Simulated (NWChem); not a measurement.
TlCl; SMILES [Cl][Tl]

```xyz
2

Tl     0.0000     0.0000    -0.4135
Cl     0.0000     0.0000     2.1060
```
Atoms are numbered in this order, from 1.

Program: NWChem. Structure relaxed at the PBE0/def2-SVP level. def2 effective core potentials on Tl; no spin-orbit coupling. Ions are spin-unrestricted doublets at the neutral geometry; other ion states weren't tried.

Question: Order these runs by computing time, cheapest first, and give rough ratios: PBE/def2-SVP; PBE/def2-QZVP; PBE/def2-TZVPP.

Answer: PBE/def2-SVP (1), PBE/def2-TZVPP (4), PBE/def2-QZVP (30). Ratios are rough, from one shared machine; the cheapest took about 14 core-seconds (a rough figure). What differs between the cheapest and the dearest: −ε(HOMO) (eV) 6.23 → 6.47.
